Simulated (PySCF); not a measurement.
# Exercise with solution: chemical shift, span and skew from a shielding tensor

C2H6Ga, SMILES [CH3][Ga+][CH3], charge +1. Atoms are numbered in the order given.

```xyz
9

Ga     0.0000     0.0000     0.0000
C      0.0000     0.0000    -1.9064
H      0.9077     0.5026    -2.2771
H     -0.8891     0.5348    -2.2771
H     -0.0186    -1.0374    -2.2771
C      0.0000     0.0000     1.9064
H      0.9077    -0.5026     2.2771
H     -0.8891    -0.5348     2.2771
H     -0.0186     1.0374     2.2771
```
Charge +1, spin multiplicity 1.

The structure is a stationary point at ωB97X-D3(BJ)/def2-SVP. The spin state was assumed, not searched. The isomer is the one that the SMILES or the coordinates give; other isomers of the formula were not compared.

GIAO shieldings from PySCF with KT2/pcSseg-1, non-relativistic, no solvent. The symmetric part of the tensor of C2 has the principal values 149.4, 149.4, 207.8 ppm. The same nucleus in TMS has σ = 185.1 ppm at this level (PySCF, at its B3LYP-D3(BJ)/def2-TZVP geometry).

Task: Work out the isotropic shielding, the ¹³C shift against TMS, the span and the skew.

Result: 
σ(iso) = (σ11 + σ22 + σ33)/3 = 168.9 ppm. δ = σ(ref) − σ(iso) = 185.1 − (168.9) = 16.2 ppm.
Span Ω = σ33 − σ11 = 58.4 ppm. Skew κ = 3(σ(iso) − σ22)/Ω = 1.00, an axial tensor. Tumbling in solution averages the tensor to δ; in a static solid the shielding alone would spread this spin-1/2 line over Ω.
